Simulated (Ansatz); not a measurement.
Geometry optimisation, RKS PBE/def2-SVP in Ansatz.

Input:

```yaml
crystal:
  periodic: [false, false, false]
  atoms:
    - { symbol: Ga, position_ang: [0.0, 0.0, 0.0] }
    - { symbol: H, position_ang: [0.0, 0.0, 1.92] }
    - { symbol: Cl, position_ang: [1.9398, 0.0, -1.12] }
    - { symbol: Cl, position_ang: [-1.9398, 0.0, -1.12] }
    - { symbol: Br, position_ang: [0.1137, -2.5787, 0.8577] }
    - { symbol: H, position_ang: [0.0425, -0.965, 2.0083] }
basis:
  gaussian: { orbitals: def2-SVP }
hamiltonian:
  xc: pbe
relax:
  f_tol: 0.15
  max_steps: 25
  restrain:
    - { distance: [0, 4], at: 2.42, k: 30.0 }
    - { distance: [5, 1], at: 0.66, k: 30.0 }
    - { distance: [0, 1], at: 2.77, k: 30.0 }
    - { distance: [5, 4], at: 2.75, k: 30.0 }
output:
  orbitals: {}
```

Command:

```bash
$ ansatz run input.yaml --threads 4 --pin off --max-ram 5120MiB --backend cpu --events-out ev --progress --plain --runs-dir out
```

**Question.** Where does it end, and by what steps?

**Answer.** The forces met the threshold. The restraints hold the end off the free minimum; the threshold counts their pulls, which the force column leaves out. Restrained pairs: Ga1–Br5 (2.72 → 2.38 Å), H2–H6 (0.97 → 0.72 Å), Ga1–H2 (1.92 → 2.77 Å), Br5–H6 (1.98 → 2.76 Å). After 7 steps the energy has fallen by 1.679 eV (the restraints' own energy left out); Ga1 moved furthest, 0.84 Å.

```json
{"step": "0", "energy less start (eV)": "0.0000", "largest force component (eV/Å)": "1.963", "accepted": "yes"}
{"step": "1", "energy less start (eV)": "-0.3344", "largest force component (eV/Å)": "3.063", "accepted": "yes"}
{"step": "2", "energy less start (eV)": "-0.8035", "largest force component (eV/Å)": "3.539", "accepted": "yes"}
{"step": "3", "energy less start (eV)": "-1.2980", "largest force component (eV/Å)": "3.402", "accepted": "yes"}
{"step": "4", "energy less start (eV)": "-1.5773", "largest force component (eV/Å)": "2.805", "accepted": "yes"}
{"step": "5", "energy less start (eV)": "-1.6686", "largest force component (eV/Å)": "1.969", "accepted": "yes"}
{"step": "6", "energy less start (eV)": "-1.7023", "largest force component (eV/Å)": "1.104", "accepted": "no"}
{"step": "7", "energy less start (eV)": "-1.6791", "largest force component (eV/Å)": "1.897", "accepted": "yes"}
```

```xyz
6
Properties=species:S:1:pos:R:3
Ga 0.030 -0.716 -0.434
H 0.007 0.157 2.194
Cl 1.866 0.254 -0.958
Cl -1.846 0.192 -0.931
Br 0.080 -2.871 0.586
H 0.020 -0.560 2.089
```

The run took 5.2 s on 4 threads of Intel(R) Xeon(R) 6975P-C (Granite Rapids), on a shared host, peak memory 0.19 GiB.
